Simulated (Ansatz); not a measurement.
Cost and result for the atomization energy of CH7PSSn, SMILES `PS[CH2][SnH3]` (11 atoms, 10 bonds).

```xyz
11

P    -0.856    1.663    1.225
S     1.101    1.039    0.758
C     0.812   -0.731    0.483
Sn   -0.223   -1.146   -1.363
H    -0.958    2.766    0.336
H    -0.524    2.479    2.338
H     0.298   -1.168    1.340
H     1.807   -1.178    0.430
H     0.862   -0.868   -2.650
H    -1.554   -0.088   -1.495
H    -0.765   -2.769   -1.402
```

Total charge 0; spin multiplicity 1. Correlated methods include outer-core shells of Sn, which these sets cover unevenly. Sn takes the def2 core potential. The geometry is a stationary point of PBE0-D4/def2-TZVP. It is one conformer, not always the lowest. Program: Ansatz. All runs use 4 threads of an Arm Neoverse V1 on a shared host. Times are those of one run each, without the atoms' runs, and a repeat can differ threefold. Electronic energies, without spin–orbit coupling; frozen cores. CCSD(T)/CBS adds CCSD(T) − MP2 in def2-TZVPP to the MP2 limit, and its time is that of the two runs behind it. T1 = 0.013. With those shells the extrapolation isn't a true limit.

CCSD(T)/CBS is a level of theory with its own doubt, some kJ/mol a heavy atom from the limit and from the frozen cores, so smaller differences don't rank the functionals.

| level | functions | wall time |
| --- | --- | --- |
| LDA (SPW92)/def2-TZVPP | 263 | 1.4 s |
| revPBE-D4/def2-TZVPP | 263 | 2.5 s |
| PBE-D4/def2-TZVPP (with forces) | 263 | 3 s |
| PBE0-D4/def2-TZVPP | 263 | 3.9 s |
| CAM-B3LYP-D4/def2-TZVPP | 263 | 4.4 s |
| r2SCAN-D4/def2-TZVPP (with forces) | 263 | 6 s |
| r2SCANh-D4/def2-TZVPP | 263 | 6.5 s |
| CCSD(T)/def2-SVP | 111 | 6.5 s |
| B2PLYP/def2-TZVPP | 263 | 7 s |
| ωB97X-V/def2-TZVPP | 263 | 10 s |
| MP2/def2-QZVPP | 489 | 24 s |
| CCSD(T)/def2-TZVPP | 263 | 3.7 min |
| CCSD(T)/CBS(def2) | – | 4.1 min |

Question: What atomization energy does each give, and how far from CCSD(T)/CBS? (Best estimate.)

Answer: Computed: 
```
                             level  atomization (kJ/mol)  difference from CCSD(T)/CBS  per bond
            LDA (SPW92)/def2-TZVPP                3585.9                        445.8      44.6
              revPBE-D4/def2-TZVPP                3090.7                        -49.4      -4.9
   PBE-D4/def2-TZVPP (with forces)                3152.7                         12.6       1.3
                PBE0-D4/def2-TZVPP                3115.6                        -24.5      -2.5
           CAM-B3LYP-D4/def2-TZVPP                3131.1                         -9.0      -0.9
r2SCAN-D4/def2-TZVPP (with forces)                3125.0                        -15.1      -1.5
             r2SCANh-D4/def2-TZVPP                3109.8                        -30.3      -3.0
                  CCSD(T)/def2-SVP                2868.2                       -271.9     -27.2
                 B2PLYP/def2-TZVPP                3066.0                        -74.1      -7.4
                ωB97X-V/def2-TZVPP                3169.5                         29.4       2.9
                    MP2/def2-QZVPP                3069.8                        -70.3      -7.0
                CCSD(T)/def2-TZVPP                3044.0                        -96.1      -9.6
                 CCSD(T)/CBS(def2)                3140.1                          0.0       0.0
```

In def2-TZVPP, CCSD(T) changes the Hartree–Fock value by +870.8 kJ/mol (the triples alone add +50.4 kJ/mol) and MP2 by +839.8 kJ/mol; breaking electron pairs costs correlation energy, which Hartree–Fock lacks. At CCSD(T), def2-SVP lies −271.9 kJ/mol from the extrapolated value and def2-TZVPP −96.1 kJ/mol: correlation converges slowly with the basis, and small sets miss more of it in the bonded molecule than in its fragments. Leaving LDA and LC-ωPBE aside and taking each functional with its dispersion term where it has one, the values, not all of them listed here, spread over 128.2 kJ/mol, from BHLYP-D4 to B97M-V. LDA lies +463.4 kJ/mol from PBE without D4, its usual overbinding.

Spin–orbit coupling would lower the free Sn atoms strongly, and the atomization energy with them, by more than many differences here. For some Ge, Se and Sn compounds the MP2-based and the directly extrapolated limit differ by 10 to 25 kJ/mol.
